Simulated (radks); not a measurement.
The numbers below are computed, except where a source is named.
Problem. Ionisation of the dysprosium ion Dy3+, [Xe] 4f9, to Dy4+, [Xe] 4f8, under several functionals. Dirac Kohn-Sham, spin-unpolarised, spherical densities, point nucleus; open shells are shared between the two j in proportion to 2j + 1; a radial shooting solver on a logarithmic mesh with Libxc functionals. The NIST Atomic Spectra Database gives 41.2 eV (semi-empirical). Rank these functionals by the error of their Delta-SCF ionisation energy: RPBE; LDA (Slater exchange, Perdew-Zunger correlation); exchange-only B88; PW91; BP86; OLYP; HCTH/407; PBE; PBEsol; revPBE.

Solution. From best to worst: exchange-only B88 43.162 eV (+1.932); RPBE 44.516 eV (+3.286); revPBE 44.517 eV (+3.287); PBE 44.584 eV (+3.354); PBEsol 44.639 eV (+3.409); PW91 44.686 eV (+3.456); BP86 44.691 eV (+3.461); LDA (Slater exchange, Perdew-Zunger correlation) 44.936 eV (+3.706); OLYP 45.077 eV (+3.847); HCTH/407 45.779 eV (+4.549). Spin polarisation and multiplet splitting are left out, so open shells lie too high by an amount that depends on their filling. Sharing an open shell by 2j + 1 raises it above the true ground level by a part of the spin-orbit splitting, which enters the differences from NIST.

Beside tabulated values, note that spin-unpolarised runs miss the spin-polarisation part of the exchange energy of open shells. No tabulated value is given for the 4+ ions of Nd, Pm and Eu to Yb, where it belongs to another shell than the one emptied here.
